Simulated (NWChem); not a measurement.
System: CH₄GeOS, singlet; SMILES C[O][Ge][SH]

Input file for NWChem:

```
start job
memory heap 200 mb stack 900 mb global 1100 mb
geometry units angstroms noautoz
  Ge     0.575154    -0.015940     0.010814
  O     -0.832013    -1.119821     0.001699
  C     -0.696397    -2.513265     0.005256
  H     -1.186958    -2.939900     0.896885
  H     -1.186358    -2.943782    -0.884849
  H      0.359106    -2.850468     0.006332
  S     -0.694901     1.834562     0.001952
  H      0.386546     2.645916     0.008526
end
basis spherical
  * library def2-svpd
end
dft
  xc b3lyp
  iterations 150
end
tddft
  cis
  nroots 6
  notriplet
end
task tddft energy
```

NWChem printed, in part:

```
             Northwest Computational Chemistry Package (NWChem) 7.3.0
             --------------------------------------------------------

 C1  symmetry detected

                             Geometry "geometry" -> ""
                             -------------------------

 Output coordinates in angstroms (scale by  1.889725989 to convert to a.u.)

  No.       Tag          Charge          X              Y              Z
 ---- ---------------- ---------- -------------- -------------- --------------
    1 Ge                  32.0000     0.65352764     0.00934426    -0.00006386
    2 O                    8.0000    -0.74375307    -1.10706106    -0.00110683
    3 C                    6.0000    -0.59567698    -2.49923945     0.00072633
    4 H                    1.0000    -1.07683775    -2.93075341     0.89512546
    5 H                    1.0000    -1.08731462    -2.93360550    -0.88657978
    6 H                    1.0000     0.46278193    -2.82699804    -0.00498714
    7 S                   16.0000    -0.63303557     1.84842853     0.00015497
    8 H                    1.0000     0.44114141     2.66940955     0.00050205

 Effective nuclear repulsion energy (a.u.)     336.4205717507

                                 NWChem DFT Module
                                 -----------------

 Summary of "ao basis" -> "ao basis" (spherical)
 ------------------------------------------------------------------------------
       Tag                 Description            Shells   Functions and Types
 ---------------- ------------------------------  ------  ---------------------
 Ge                        def2-svpd                14       38   6s4p4d
 O                         def2-svpd                 9       23   4s3p2d
 C                         def2-svpd                 8       20   4s2p2d
 H                         def2-svpd                 4        8   2s2p
 S                         def2-svpd                11       27   5s4p2d

            General Information
            -------------------
          SCF calculation type: DFT
          Wavefunction type:  closed shell.
          No. of atoms     :     8
          No. of electrons :    66
           Alpha electrons :    33
            Beta electrons :    33
          Charge           :     0
          Spin multiplicity:     1
          Use of symmetry is: off; symmetry adaption is: off
          Maximum number of iterations: 150
          AO basis - number of functions:   140
                     number of shells:    58
          Convergence on energy requested:  1.00D-06
          Convergence on density requested:  1.00D-05
          Convergence on gradient requested:  5.00D-04

[...]

                                NWChem TDDFT Module
                                -------------------

            General Information
            -------------------
           No. of orbitals :     280
            Alpha orbitals :     140
             Beta orbitals :     140
        Alpha frozen cores :       0
         Beta frozen cores :       0
     Alpha frozen virtuals :       0
      Beta frozen virtuals :       0
         Spin multiplicity :       1
    Number of AO functions :     140
        Use of symmetry is : off
      Symmetry adaption is : off
         Schwarz screening :  0.10D-07

              XC Information
              --------------
                  B3LYP Method XC Potential
              Hartree-Fock (Exact) Exchange   0.20
                 Slater Exchange Functional   0.80 local
             Becke 1988 Exchange Functional   0.72 non-local
       Lee-Yang-Parr Correlation Functional   0.81
           VWN I RPA Correlation Functional   0.19 local

             TDDFT Information
             -----------------
          Calculation type : Tamm-Dancoff TDDFT
         Wavefunction type : Restricted singlets
          No. of electrons :      66
           Alpha electrons :      33
            Beta electrons :      33
              No. of roots :       6
          Max subspacesize :    5200
            Max iterations :     100
               Target root :       1
           Target symmetry : none
      Symmetry restriction : off
                 Algorithm : Optimal
        Davidson threshold :  0.10D-03

    6 smallest eigenvalue differences (eV)
--------------------------------------------------------
  No. Spin  Occ  Vir  Irrep   E(Occ)    E(Vir)   E(Diff)
--------------------------------------------------------
    1    1   33   34 a        -0.256    -0.082     4.721
    2    1   32   34 a        -0.269    -0.082     5.079
    3    1   31   34 a        -0.312    -0.082     6.259
    4    1   33   35 a        -0.256    -0.015     6.557
    5    1   30   34 a        -0.326    -0.082     6.630
    6    1   32   35 a        -0.269    -0.015     6.914
--------------------------------------------------------

  Entering Davidson iterations
  Restricted singlet excited states

  Iter   NTrls   NConv    DeltaV     DeltaE      Time
  ----  ------  ------  ---------  ---------  ---------
    1      6       0     0.17E+00   0.10+100       29.2
    2     12       0     0.25E-01   0.31E-01       28.7
    3     18       0     0.94E-02   0.12E-02       28.5
    4     24       0     0.44E-02   0.14E-03       29.6
    5     30       2     0.91E-02   0.72E-03       29.0
    6     34       4     0.41E-02   0.17E-03       26.7
    7     36       5     0.22E-01   0.36E-02       23.9
    8     37       5     0.44E-02   0.72E-03       22.5
    9     38       5     0.12E-02   0.31E-04       22.1
   10     39       5     0.39E-03   0.27E-05       22.7
   11     40       6     0.94E-04   0.24E-06       22.9
  ----  ------  ------  ---------  ---------  ---------
  Convergence criterion met

  Ground state a       -2590.578847350462 a.u.

[...]
```

Level: B3LYP/def2-SVPD, TDA. Low-valent species are run as closed-shell singlets; no triplet was tried in these runs. Coordinates come from a PBE0/def2-SVP optimisation.
